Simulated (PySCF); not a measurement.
SMILES C([SiH2][SiH2]CC)(O)=O at its GFN2-xTB optimised geometry (Å):

```
17

C      1.6698    -0.6907     0.0000
C      0.1457    -0.6907     0.0000
Si    -0.5936     1.0688     0.0000
Si     0.1963     2.2290     1.8495
C     -0.8818     3.7920     2.0402
O     -0.6491     4.8873     1.5929
O     -2.0183     3.5261     2.7033
H      2.0592    -1.7077    -0.0127
H      2.0530    -0.1722    -0.8761
H      2.0558    -0.1907     0.8868
H     -0.2089    -1.2396    -0.8735
H     -0.2098    -1.2420     0.8725
H     -2.0592     0.9275    -0.0181
H     -0.2273     1.7077    -1.2747
H      0.0645     1.5304     3.1346
H      1.5759     2.7195     1.7557
H     -2.5788     4.3190     2.7696
```

Calculation: CAM-B3LYP/def2-SVP (PySCF). Cells within 0.4 Å of a nucleus heavier than hydrogen are left out (blank, or x).

Map of the log10 of the electron density (e/bohr³), floored at −4 on the plane z = 1.5 Å:

```
|000012345689x9764321100000000|
|00012344567888754332211000000|
|00012345567887654444332100000|
|00012445667777655555543100000|
|00012345566777766666653210000|
|00002344556677767777654210000|
|00001233445667887788754310000|
|000001233456679x8777654210000|
|00000122345667897666543210000|
|00000122345667776655432100000|
|00000123345566666544332100000|
|00000123344556655443332110000|
|00000122334455554434443210000|
|00000122333444444344554321000|
|00000012223344443445655421000|
|00000001123344444445665421000|
|00000000123445554445554321000|
|00000000123455554444444321000|
|00000000023456654333433210000|
|00000000013455554333332210000|
|00000000012344443222222100000|
|00000000001233332111111000000|
|00000000000112211000110000000|
|00000000000000000000000000000|
|00000000000000000000000000000|
|00000000000000000000000000000|
|00000000000000000000000000000|
|00000000000000000000000000000|
|00000000000000000000000000000|
```
Scale: ten equal steps from -4.00 (start of '0') to -0.052 (end of '9'), in the order '0123456789'; x runs from -4.50 to 4.50, y from -4.50 (bottom) to 4.50 (top).
